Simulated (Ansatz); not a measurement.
Relaxation of GeH₇NO (10 atoms, charge 0, multiplicity 1), to a largest force component of 0.03 eV/Å in at most 50 steps.

Theory: RKS revPBE/def2-SVP (Ansatz 0.2.0).

```xyz
10
Properties=species:S:1:pos:R:3:forces:R:3
Ge -0.646 0.787 -0.778 -0.46 0.69 0.06
O -0.167 1.263 0.941 0.04 -0.22 -0.42
H -0.194 -0.575 -1.349 0.02 0.00 0.01
H -2.208 0.809 -0.805 0.00 0.02 -0.03
H -0.051 1.939 -1.626 0.03 -0.02 0.01
H 1.177 -0.551 1.110 -0.08 0.21 0.00
N 1.171 -1.472 0.667 0.46 -0.67 0.34
H -0.826 0.904 1.564 -0.03 -0.03 0.02
H 0.190 -1.747 0.552 0.01 -0.01 0.00
H 1.554 -1.358 -0.277 0.00 0.02 0.00
```

Question: Where does it end, and by what steps?

Answer: It converged. After 21 steps the energy has fallen by 0.314 eV; H3 moved furthest, 1.27 Å.

| step | energy less start (eV) | largest force component (eV/Å) | accepted |
| --- | --- | --- | --- |
| 0 | 0.0000 | 0.694 | yes |
| 1 | -0.1780 | 0.368 | yes |
| 2 | -0.2297 | 0.655 | yes |
| 3 | -0.2612 | 0.580 | yes |
| 4 | -0.2681 | 0.086 | yes |
| 5 | -0.2713 | 0.138 | yes |
| 6 | -0.2749 | 0.096 | yes |
| 7 | -0.2775 | 0.186 | yes |
| 8 | -0.2816 | 0.130 | yes |
| 9 | -0.2872 | 0.048 | yes |
| 10 | -0.2911 | 0.135 | yes |
| 11 | -0.2950 | 0.142 | yes |
| 12 | -0.2996 | 0.132 | yes |
| 13 | -0.3029 | 0.199 | yes |
| 14 | -0.3055 | 0.136 | yes |
| 15 | -0.3087 | 0.151 | yes |
| 16 | -0.3114 | 0.076 | yes |
| 17 | -0.3129 | 0.127 | yes |
| 18 | -0.3137 | 0.073 | yes |
| 19 | -0.3138 | 0.049 | yes |
| 20 | -0.3141 | 0.034 | yes |
| 21 | -0.3142 | 0.017 | yes |

```xyz
10
Properties=species:S:1:pos:R:3
Ge -0.915 0.908 -0.805
O -0.485 1.003 0.963
H -1.453 -0.508 -1.170
H -1.996 1.980 -1.138
H 0.415 1.216 -1.529
H 1.011 -0.741 1.128
N 1.586 -1.518 0.763
H -1.271 0.838 1.518
H 0.926 -2.100 0.225
H 2.182 -1.078 0.046
```

Time of the run: 30 s on 2 threads of Intel(R) Xeon(R) CPU @ 2.60GHz (Ice Lake), with other jobs on the host, peak memory 0.15 GiB.
